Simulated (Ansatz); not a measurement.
Breaking the B1–F2 bond in BFH2Se (SMILES FB[SeH]) (multiplicity 1 held, fragments rigid). Energies count from the point at 1.325 Å.
Geometry at that point (charge 0, multiplicity 1):
| atom | x (Å) | y (Å) | z (Å) |
|---|---|---|---|
| B | -0.5064 | -0.9018 | 0.6998 |
| F | 0.4396 | -1.6015 | 1.3080 |
| H | -1.6489 | -1.1818 | 0.8691 |
| Se | 0.0458 | 0.5641 | -0.4509 |
| H | -1.3329 | 0.9268 | -0.8094 |

R- and RO- levels are restricted; in cc, def2 and unpolarised 6-31G sets they are followed outwards from rest. Unrestricted levels (U-) break spin symmetry where that is lower. Curves can end on different states.

Frozen-core correlation. Filled d and f shells under p-block atoms count as core.

Programs: Ansatz (Gaussian orbitals). 

Energies in kcal/mol.

```csv
R (Å),U-HF/cc-pVDZ,U-SCS-MP2/cc-pVDZ,U-CCSD/cc-pVDZ,R-CCSD(T)/cc-pVDZ,U-CCSD(T)/cc-pVDZ
1.060,64.6,70.6,70.3,70.9,70.9
1.192,11.9,14.6,14.5,14.8,14.8
1.325,0.0,0.0,0.0,0.0,0.0
1.457,7.0,4.7,4.9,4.6,4.6
1.589,22.5,18.3,18.7,18.0,18.0
1.788,51.1,44.5,45.2,43.8,43.8
1.987,79.7,71.0,71.9,69.7,69.7
2.318,108.6,131.7,110.1,105.5,107.8
2.649,115.7,149.3,135.8,128.5,134.3
3.046,118.3,155.2,148.1,133.9,149.0
3.576,119.3,157.4,151.8,84.9,153.2
4.238,119.6,158.1,152.7,-38.5,154.2
```

Doubts at one or more of the structures used: a spin-contaminated determinant (U-HF/cc-pVDZ, U-SCS-MP2/cc-pVDZ, U-CCSD/cc-pVDZ, U-CCSD(T)/cc-pVDZ); T1 above 0.05 (U-CCSD/cc-pVDZ, R-CCSD(T)/cc-pVDZ, U-CCSD(T)/cc-pVDZ); a restricted determinant that unrestricted orbitals would lower (R-CCSD(T)/cc-pVDZ); other coupled-cluster roots lie near (R-CCSD(T)/cc-pVDZ).

Ansatz is a quantum-chemistry and plane-wave program.
